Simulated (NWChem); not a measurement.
# CoCl₂, quartet; SMILES [Cl][Co][Cl]

**Question.** Give the equilibrium geometry at PBE0/def2-SVP, spin-unrestricted (NWChem) as a list of bonds and angles, with the point group.

**Answer.** point group D*h; any orientation.
Bond lengths (Å): Co1–Cl2 2.110, Co1–Cl3 2.110. Bond angles (°): Cl2–Co1–Cl3 180.0.
